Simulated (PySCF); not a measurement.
H₃BO₃, charge +1, doublet, geometry from GFN2-xTB (a state made from the parent by changing its charge; the spin is typed, not shown lowest); CCSD(T)/STO-3G in PySCF.

PySCF was given this input:
```python
from pyscf import gto, scf, cc

mol = gto.Mole()
mol.atom = '''
    O    -1.093087   -0.883235   -0.086857
    B    -0.082373   -0.066011    0.006773
    O    -0.132182    1.299402    0.034956
    O     1.238337   -0.405668    0.110225
    H    -2.027063   -0.674409   -0.203885
    H     0.620307    1.875511    0.237997
    H     1.714082   -0.955043   -0.534566
'''
mol.basis = 'sto-3g'
mol.charge = 1
mol.spin = 1
mol.verbose = 4
mol.build()

mf = scf.UHF(mol)
mf.kernel()

mycc = cc.CCSD(mf, frozen=4)
mycc.kernel()
et = mycc.ccsd_t()
print('E(CCSD(T)) = %.10f' % (mycc.e_tot + et))
```

Output, abridged:

```
PySCF version 2.14.0

[INPUT] verbose = 4
[INPUT] num. atoms = 7
[INPUT] num. electrons = 31
[INPUT] charge = 1
[INPUT] spin (= nelec alpha-beta = 2S) = 1
[INPUT] symmetry False subgroup None
[INPUT] Mole.unit = angstrom
[INPUT] Symbol           X                Y                Z      unit          X                Y                Z       unit  Magmom
[...]
nuclear repulsion = 117.282930034725
number of shells = 15
number of NR pGTOs = 69
number of NR cGTOs = 23
basis = sto-3g
ecp = {}

******** <class 'pyscf.scf.uhf.UHF'> ********
method = UHF
initial guess = minao
damping factor = 0
level_shift factor = 0
DIIS = <class 'pyscf.scf.diis.CDIIS'>
diis_start_cycle = 1
diis_space = 8
diis_damp = 0
SCF conv_tol = 1e-09
SCF conv_tol_grad = None
SCF max_cycles = 50
direct_scf = True
direct_scf_tol = 1e-13
number electrons alpha = 16  beta = 15
Set gradient conv threshold to 3.16228e-05
init E= -248.507010709032

cycle= 1 E= -247.396197471913  delta_E= 1.11  |g|= 0.338  |ddm|= 2.37
cycle= 2 E= -247.473197650994  delta_E= -0.077  |g|= 0.107  |ddm|= 0.539
cycle= 3 E= -247.481405807428  delta_E= -0.00821  |g|= 0.0352  |ddm|= 0.152
cycle= 4 E= -247.483432750424  delta_E= -0.00203  |g|= 0.0172  |ddm|= 0.0788
cycle= 5 E= -247.484515052003  delta_E= -0.00108  |g|= 0.0145  |ddm|= 0.0619
cycle= 6 E= -247.485283236098  delta_E= -0.000768  |g|= 0.0125  |ddm|= 0.0503
cycle= 7 E= -247.486535563273  delta_E= -0.00125  |g|= 0.012  |ddm|= 0.093
cycle= 8 E= -247.487657443736  delta_E= -0.00112  |g|= 0.00913  |ddm|= 0.0999
cycle= 9 E= -247.488404111675  delta_E= -0.000747  |g|= 0.0113  |ddm|= 0.0823
cycle= 10 E= -247.488996579537  delta_E= -0.000592  |g|= 0.00679  |ddm|= 0.0753
cycle= 11 E= -247.489328343439  delta_E= -0.000332  |g|= 0.007  |ddm|= 0.0674
cycle= 12 E= -247.489545693259  delta_E= -0.000217  |g|= 0.00281  |ddm|= 0.0597
cycle= 13 E= -247.489470597018  delta_E= 7.51e-05  |g|= 0.00615  |ddm|= 0.0369
cycle= 14 E= -247.489620436464  delta_E= -0.00015  |g|= 0.0037  |ddm|= 0.0511
cycle= 15 E= -247.489674600885  delta_E= -5.42e-05  |g|= 0.00138  |ddm|= 0.0384
cycle= 16 E= -247.489681416969  delta_E= -6.82e-06  |g|= 0.00112  |ddm|= 0.0151
cycle= 17 E= -247.489686637306  delta_E= -5.22e-06  |g|= 0.000227  |ddm|= 0.0129
cycle= 18 E= -247.489686833279  delta_E= -1.96e-07  |g|= 0.000156  |ddm|= 0.00217
cycle= 19 E= -247.489686911674  delta_E= -7.84e-08  |g|= 6e-05  |ddm|= 0.000929
cycle= 20 E= -247.489686924543  delta_E= -1.29e-08  |g|= 1.3e-05  |ddm|= 0.000476
[...]
converged SCF energy = -247.489686925019  <S^2> = 0.76413723  2S+1 = 2.0140876
[...]
cycle = 10  E_corr(UCCSD) = -0.193107489557862  dE = -0.000154846287  norm(t1,t2) = 0.00399894
cycle = 11  E_corr(UCCSD) = -0.193185710607394  dE = -7.82210495e-05  norm(t1,t2) = 0.00307846
cycle = 12  E_corr(UCCSD) = -0.193336005896115  dE = -0.000150295289  norm(t1,t2) = 0.00222001
cycle = 13  E_corr(UCCSD) = -0.193355306884696  dE = -1.93009886e-05  norm(t1,t2) = 0.00132
cycle = 14  E_corr(UCCSD) = -0.193331357146695  dE = 2.3949738e-05  norm(t1,t2) = 0.000800051
cycle = 15  E_corr(UCCSD) = -0.193285531503319  dE = 4.58256434e-05  norm(t1,t2) = 0.000523491
cycle = 16  E_corr(UCCSD) = -0.193268025284466  dE = 1.75062189e-05  norm(t1,t2) = 0.000275301
cycle = 17  E_corr(UCCSD) = -0.193257288867302  dE = 1.07364172e-05  norm(t1,t2) = 0.000177975
cycle = 18  E_corr(UCCSD) = -0.193249273568867  dE = 8.01529844e-06  norm(t1,t2) = 0.000127331
cycle = 19  E_corr(UCCSD) = -0.193246830509486  dE = 2.44305938e-06  norm(t1,t2) = 8.915e-05
cycle = 20  E_corr(UCCSD) = -0.193246172224754  dE = 6.58284732e-07  norm(t1,t2) = 7.02767e-05
cycle = 21  E_corr(UCCSD) = -0.193246118958536  dE = 5.32662178e-08  norm(t1,t2) = 5.34962e-05
cycle = 22  E_corr(UCCSD) = -0.193246462294641  dE = -3.43336106e-07  norm(t1,t2) = 3.81022e-05
cycle = 23  E_corr(UCCSD) = -0.193246552281331  dE = -8.99866897e-08  norm(t1,t2) = 2.92649e-05
cycle = 24  E_corr(UCCSD) = -0.193246078532911  dE = 4.7374842e-07  norm(t1,t2) = 2.42673e-05
cycle = 25  E_corr(UCCSD) = -0.193245598935937  dE = 4.79596974e-07  norm(t1,t2) = 1.80673e-05
cycle = 26  E_corr(UCCSD) = -0.193245180855155  dE = 4.18080781e-07  norm(t1,t2) = 1.4026e-05
cycle = 27  E_corr(UCCSD) = -0.193244953309409  dE = 2.27545746e-07  norm(t1,t2) = 9.91631e-06
cycle = 28  E_corr(UCCSD) = -0.193244982023188  dE = -2.87137791e-08  norm(t1,t2) = 7.0622e-06
cycle = 29  E_corr(UCCSD) = -0.193244982438157  dE = -4.1496856e-10  norm(t1,t2) = 5.04332e-06
cycle = 30  E_corr(UCCSD) = -0.193244915721421  dE = 6.67167356e-08  norm(t1,t2) = 3.6229e-06
cycle = 31  E_corr(UCCSD) = -0.193244834649623  dE = 8.10717983e-08  norm(t1,t2) = 2.27939e-06
cycle = 32  E_corr(UCCSD) = -0.193244779607402  dE = 5.50422207e-08  norm(t1,t2) = 1.31487e-06
cycle = 33  E_corr(UCCSD) = -0.193244736415956  dE = 4.31914462e-08  norm(t1,t2) = 9.00597e-07
UCCSD converged
E(UCCSD) = -247.6829316614353  E_corr = -0.193244736415956
UCCSD(T) correction = -0.00972700896870316
E(CCSD(T)) = -247.6926586704
```
